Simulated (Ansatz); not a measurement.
C₂H₄O₂, charge +1, doublet, at a GFN2-xTB geometry (a state made from the parent by changing its charge; the spin is typed, not shown lowest); CASSCF(5,6)/6-31G run with Ansatz (a quantum-chemistry and plane-wave program).

Here is a job for Ansatz.
Ansatz 0.2 input:
```yaml
crystal:
  periodic: [false, false, false]
  atoms:
    - {symbol: C, position_ang: [-1.31976634, -0.34423003, 0.11175187]}
    - {symbol: C, position_ang: [0.16756818, 0.07677700, -0.03965443]}
    - {symbol: O, position_ang: [1.01553299, -0.61599756, 0.59231013]}
    - {symbol: O, position_ang: [0.21826048, 1.02802844, -0.76625809]}
    - {symbol: H, position_ang: [-2.00885663, 0.28939151, -0.45620680]}
    - {symbol: H, position_ang: [-1.37094180, -1.36720087, -0.28051989]}
    - {symbol: H, position_ang: [-1.54074250, -0.24166923, 1.18115180]}
    - {symbol: H, position_ang: [1.96338210, -0.37205039, 0.51457393]}
basis:
  gaussian:
    orbitals: 6-31G
hamiltonian:
  xc: hf
total_charge: 1
correlation: {active_space: {window: {electrons: 5, orbitals: 6}}}
magnetization: {spin_polarized: false, initial_magnetization: 1}
```

Task: Predict the main parts of the log of this Ansatz run.

Result: 
```
Functional definition: HF
532 factors; integrals over basis functions are off by at most 2.3e-4 eV
mean field evaluation 1: about -6180.7462 eV, gradient 4.4e1 eV
mean field evaluation 2: about -6180.7611 eV, gradient 4.4e1 eV
mean field evaluation 4: about -6185.6109 eV, gradient 5.3e0 eV
mean field evaluation 8: about -6186.1756 eV, gradient 3.2e-1 eV
mean field evaluation 16: about -6186.1764 eV, gradient 2.6e-6 eV
mean field evaluation 32: about -6184.1566 eV, gradient 1.2e0 eV
mean field -6186.17637977 eV, -227.3377888154 hartree, gradient 2.6e-6 eV, S^2 0.750000; 4 other end points of the search recorded, 0 dependent functions left out
reference -6186.17637977 eV, -227.3377888154 hartree; 16, 15 occupied and 28, 29 virtual orbitals, 532 factors
state -6187.75539361 eV, -227.3958165039 hartree
Total energy: -6187.75539361 eV, -227.3958165039 hartree
```
